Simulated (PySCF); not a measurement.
Method: B3LYP-D3(BJ)/def2-TZVP (PySCF). Isolated molecules, 0 K electronic values unless said otherwise. B3LYP has the VWN-RPA correlation part, as in Gaussian. Excitations are Tamm–Dancoff values on a coarser integration grid. The basis has no diffuse functions, so Rydberg states are missing or too high.

Reference species (SMILES): `C#CNC#C` (neutral, multiplicity 1).

```json
{
 "S1–T1 gap (TDA)": "0.27 eV",
 "HOMO": "-6.25 eV",
 "dipole_moment": "1.17 D",
 "S1 oscillator strength": "0.000"
}
```

After one change: the S1–T1 gap (TDA) increases by 0.05 eV; the HOMO falls by 0.46 eV; the dipole moment rises by 0.05 D; the S1 oscillator strength stays essentially unchanged.

Q: Which change was made? The new species is one of these.
A) `N#CC1=CC1`
B) `N=C=C1C=C1`
C) `C#CN=C=C`
D) `N#CC1C=C1`

A: C, `C#CN=C=C`
